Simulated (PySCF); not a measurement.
Spectrum to structure. Method used: TDDFT PBE0/def2-SVPD, vertical, gas phase, core orbitals frozen in the response (PySCF). Geometries: GFN2-xTB, one conformer each. Relativistic effects are left out although some hold elements past zinc.

| state | E (eV) | f | main configurations (H = HOMO, L = LUMO) |
| --- | --- | --- | --- |
| S1 | 3.76 | 0.0002 | H→L (97%) |
| S2 | 5.30 | 0.021 | H→L+1 (82%), H→L+2 (14%) |
| S3 | 5.58 | 0.017 | H→L+2 (48%), H-1→L (41%) |
| S4 | 5.66 | 0.058 | H-1→L (52%), H→L+2 (32%) |
| S5 | 5.86 | 0.024 | H→L+3 (86%) |
| S6 | 6.22 | 0.036 | H→L+4 (69%), H→L+5 (28%) |

Triplets computed (Tamm–Dancoff): 3.29, 4.67 eV.

Problem. Which structure fits? All have the formula C3H8OSeSi.
A. `O=CCC[Se][SiH3]`
B. `C=C[SiH2][Se@](C)=O`
C. `C=CCO[SiH2][SeH]`
D. `[C@@H]1(O[SiH3])CC[Se]1`

Solution. D. Its S1, at 3.76 eV, is the lowest among the candidates; the nearest of the others has S1 at 4.28 eV. S1 is HOMO→LUMO (97%). Löwdin shares by element: HOMO selenium 75%, carbon 16% or more; LUMO selenium 46%, carbon 26% or more, silicon 8% (atoms not listed hold the other 20%). At the same level the other candidates give, for their lowest levels:
- `C=C[SiH2][Se@](C)=O`: 4.36 eV (f 0.022); 4.49 eV (f 0.001); 4.91 eV (f 0.033); 5.14 eV (f 0.000); 5.24 eV (f 0.035); T1 3.84 eV; HOMO -6.41, LUMO -1.06 eV
- `O=CCC[Se][SiH3]`: 4.28 eV (f 0.001); 4.90 eV (f 0.005); 5.02 eV (f 0.001); 5.33 eV (f 0.015); 5.99 eV (f 0.003); T1 3.69 eV; HOMO -6.64, LUMO -0.95 eV
- `C=CCO[SiH2][SeH]`: 5.29 eV (f 0.000); 5.70 eV (f 0.045); 6.02 eV (f 0.003); 6.35 eV (f 0.004); 6.58 eV (f 0.098); T1 4.41 eV; HOMO -6.96, LUMO -0.33 eV

Shape of the structure used: `[SiH3:1][O:2][C@@H:3]1[CH2:4][CH2:5][Se:6]1`: Si1–O2–C3–C4 170°.
